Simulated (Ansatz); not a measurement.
The cluster Tl₂F⁺. Charge 1, multiplicity 1. Geometry PBE-D4/def2-TZVP, basis def2-TZVP, Ansatz.

Cartesian coordinates in Å:
```
Tl -1.3285 -1.4667 -1.1998
Tl 1.3288 1.4669 1.1993
F -0.0002 -0.0003 0.0006
```

| run | HOMO (eV) | LUMO (eV) |
| --- | --- | --- |
| A | -11.60 | -6.23 |
| B | -11.86 | -5.88 |
| C | -12.30 | -5.62 |
| D | -13.74 | -4.87 |
| E | -12.71 | -5.46 |
| F | -12.95 | -5.24 |

In the def2 sets Tl takes a core potential; there is no spin–orbit coupling. The structure comes from a short search, and lower isomers may exist.

Q: The runs used BHLYP, PBE, PBE0, r2SCAN, r2SCAN0, r2SCANh. Estimate which is which.

A: A PBE (0 % exact exchange); B r2SCAN (0 % exact exchange); C r2SCANh (10 % exact exchange); D BHLYP (50 % exact exchange); E PBE0 (25 % exact exchange); F r2SCAN0 (25 % exact exchange). Exact exchange lowers occupied and raises empty levels; among semilocal functionals meta-GGAs tend to open the gap a little, and such runs are hard to tell apart. The gap grows from 5.37 eV (PBE) to 8.87 eV (BHLYP).
